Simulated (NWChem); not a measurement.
# Excited singlets of CH₅S (+1) by symmetry

SMILES: C[SH2+]
```xyz
7

C     -0.3304     1.1462     0.0000
S      0.2629    -0.5685     0.0000
H      0.0956     1.6144     0.8983
H      0.0956     1.6144    -0.8983
H     -1.4261     1.1885     0.0000
H     -0.4943    -1.0989     0.9987
H     -0.4943    -1.0989    -0.9987
```
Charge +1, spin multiplicity 1.

Everything below was run with NWChem. Structure: optimised with PBE0/def2-SVP, a minimum by its harmonic frequencies.

Basis set: aug-cc-pVDZ. Symmetry labels belong to the abelian group Cs used in the runs, with the axes of the coordinates shown. Entries are the lowest vertical excitation energy of each symmetry in eV (for CIS and TDDFT among the lowest few roots); a state of one symmetry need not have the same character in every method. Symmetries that some method's roots don't reach, or where a double excitation leads the EOM-CCSD root, are left out.

The correlated methods keep 6 core orbitals frozen. B3LYP has NWChem's definition, with VWN1-RPA local correlation. The structure started from a generated list of species. No row is a measurement; the coupled-cluster row has its own basis-set and correlation limits.

```
method      a"    a'
--------  ----  ----
CIS       9.39  9.45
TD-PBE    8.22  8.13
TD-B3LYP  8.53  8.44
TDA-PBE0  8.73  8.64
EOM-CCSD  9.03  8.92
```
